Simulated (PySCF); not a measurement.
Molecule: `CCC(=O)O[C@@H](C)C#N`, C$_{6}$H$_{9}$NO$_{2}$.

Cartesian coordinates in Å; atom numbers follow the order of the lines, from 1:
```xyz
18

C     3.1307    0.0525    0.2721
C     1.7789   -0.3187    0.8680
C     0.6544   -0.0896   -0.1115
O     0.7435   -0.1016   -1.3084
O    -0.4980    0.1121    0.5492
C    -1.6889    0.3129   -0.2249
C    -2.7165   -0.7652    0.1161
C    -2.2122    1.6338    0.0755
N    -2.6194    2.6713    0.3242
H     3.9303   -0.2202    0.9555
H     3.2780   -0.4662   -0.6715
H     3.1816    1.1219    0.0846
H     1.5696    0.2457    1.7773
H     1.7619   -1.3816    1.1245
H    -1.4162    0.2760   -1.2921
H    -2.9253   -0.7495    1.1833
H    -2.3236   -1.7421   -0.1547
H    -3.6376   -0.5852   -0.4320
```

Frames of a GFN2-xTB Langevin trajectory at 200 K; GIAO PBE0/pcSseg-1 shieldings in PySCF 2.14, gas phase, non-relativistic; equivalent atoms averaged within each frame.

Shifts are taken against calculated references (same method and geometry level): TMS for 13C (186.93 ppm) and 1H (31.72 ppm); 17O (336.08 ppm) vs H2O; 15N (267.73 ppm) vs NH3. The references are static minima.

**Question.** How do the shifts (ppm) fluctuate along the trajectory?

**Answer.** 
```
         time (fs)     C3     C8    C6    C2    C7    C1     O4     O5     N9   H15
               250  178.1  124.9  55.7  33.4  21.8   8.1  442.9  215.5  311.8  6.05
               425  179.3  125.6  58.9  33.2  23.3   5.3  423.2  226.7  310.9  6.19
               625  182.7  123.6  48.6  36.1  22.7   9.0  442.0  227.7  306.8  5.72
               800  183.6  121.0  60.4  38.9  26.0  16.4  413.3  244.0  310.9  6.59
              1000  173.1  124.9  52.6  29.3  20.5   7.7  406.2  230.7  309.6  7.46
    mean of frames  179.4  124.0  55.2  34.2  22.9   9.3  425.5  228.9  310.0  6.40
standard deviation    4.2    1.8   4.8   3.6   2.1   4.2   16.6   10.2    2.0  0.67
```

5 frames give an uncertainty of the mean of about the standard deviation over 2.2 at best, since frames this close in time may not be independent; classical motion lacks zero-point vibration, and the reference would need the same averaging.
